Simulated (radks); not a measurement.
Values are calculated unless marked as measured or tabulated.
Q: Co I, 27 electrons, occupied as [Ar] 3d7 4s2. Level of theory: scalar-relativistic Kohn-Sham, r2SCAN, spin-polarised, spherical densities, finite nucleus; open shells are filled with parallel spins first; meta-GGA in the generalised Kohn-Sham scheme; Fermi nuclear charge, rms radius 3.7875 fm (a radial shooting solver on a logarithmic mesh with Libxc functionals). Some entries of the table are withheld. Estimate them.

orbital  occ.  eigenvalue (hartree)  r(max) (bohr)  <r^2> (bohr^2)
1s down     1             -279.9676        0.03679        0.004249
1s up       1             -279.9672        0.03679        0.004249
2s up       1             -33.41684         0.2129         0.07688
2s down     1             -33.34300         0.2128         0.07664
2p up       3             -28.55596         0.1721         0.06221
2p down     3             -28.49989         0.1720         0.06196
3s up       1                   (1)         0.6676             (2)
3s down     1                   (3)         0.6687             (4)
3p up       3                   (5)         0.6781          0.7818
3p down     3                   (6)         0.6799          0.7926
3d up       5              -0.36648         0.6681           1.440
3d down     2              -0.22473         0.6771           1.772
4s up       1              -0.21859          2.288           9.247
4s down     1              -0.19858          2.407           10.40

A: 
(1) 3s up eigenvalue (hartree): -3.96119
(2) 3s up <r^2> (bohr^2): 0.6882
(3) 3s down eigenvalue (hartree): -3.80264
(4) 3s down <r^2> (bohr^2): 0.6934
(5) 3p up eigenvalue (hartree): -2.55707
(6) 3p down eigenvalue (hartree): -2.39987
